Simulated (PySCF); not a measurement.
Radial density of O⁺ (oxygen, charge +1)

MN15, [He] 2s2 2p3, high-spin 4S determinant. Calculation: PySCF 2.14, in jorge-DZP-DKH (4s2p1d, 15 functions); scalar relativity by spin-free X2C-1e.

| r (bohr) | 4πr²ρ (e/bohr) | 4πr²(ρα − ρβ) |
| --- | --- | --- |
| 0.00285 | 0.03140 | -0.0001 |
| 0.00480 | 0.08684 | -0.0003 |
| 0.00808 | 0.2326 | -0.0008 |
| 0.0136 | 0.5924 | -0.0019 |
| 0.0229 | 1.436 | -0.0044 |
| 0.0384 | 3.152 | -0.0081 |
| 0.0646 | 5.882 | -0.0067 |
| 0.109 | 8.321 | 0.0356 |
| 0.183 | 7.560 | 0.2393 |
| 0.308 | 3.943 | 0.8466 |
| 0.517 | 3.363 | 2.0012 |
| 0.870 | 4.474 | 2.5288 |
| 1.46 | 2.155 | 1.2599 |
| 2.46 | 0.2438 | 0.1451 |
| 4.14 | 0.004376 | 0.0041 |

Densities and radii are taken from the X2C orbitals without a picture-change correction, which distorts them close to the nucleus.

**Question.** Where is the radial spin density 4πr²(ρα − ρβ) most negative, and why is it negative at all?

**Answer.** Around r = 0.0384 bohr, down to -0.0081 e/bohr: exchange with the open shell polarises the paired shells in an unrestricted calculation.
